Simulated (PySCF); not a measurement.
C2H6Mg, charge +1, multiplicity 2. Atoms are numbered in the order given.

```xyz
9

Mg     0.0000     0.0000     0.0000
C      0.0000     0.0000    -2.1732
H      0.9192     0.5248    -2.4212
H     -0.9141     0.5336    -2.4212
H     -0.0051    -1.0585    -2.4212
C      0.0000     0.0000     2.1732
H      0.9192    -0.5248     2.4212
H     -0.9141    -0.5336     2.4212
H     -0.0051     1.0585     2.4212
```
Charge +1, spin multiplicity 2.

The structure is a stationary point at B3LYP-D3(BJ)/def2-TZVP. The spin state was assumed, not searched. The isomer is the one that the SMILES or the coordinates give; other isomers of the formula were not compared.

The numbers are results of TDA-PBE/def2-SVPD (PySCF 2.14.0), not measurements.

Vertical excitations; the highest root listed may be one member of a degenerate set. Gas-phase values at a fixed geometry.

Computed UV-visible absorptions:
```csv
state,energy (eV),λ (nm),f,main pairs
root 1,2.57,482,0.314,"α HOMO→LUMO 16 %, β HOMO→LUMO 82 %"
root 2,4.37,284,0.001,β HOMO−1→LUMO (degenerate set)
root 3,4.37,284,0.001,β HOMO−2→LUMO (degenerate set)
root 4,4.40,282,0.000,β HOMO−3→LUMO (degenerate set)
root 5,4.40,282,0.000,β HOMO−4→LUMO (degenerate set)
root 6,5.26,236,0.000,"α HOMO−1→LUMO 25 %, β HOMO→LUMO+1 74 %"
root 7,5.93,209,0.046,"α HOMO−1→LUMO+1, β HOMO→LUMO+2 (degenerate set)"
root 8,5.93,209,0.046,"α HOMO−1→LUMO+2, β HOMO→LUMO+3 (degenerate set)"
root 9,6.07,204,0.000,α HOMO→LUMO+1 (degenerate set)
root 10,6.07,204,0.000,α HOMO→LUMO+2 (degenerate set)
```
Unrestricted roots are not spin-pure.
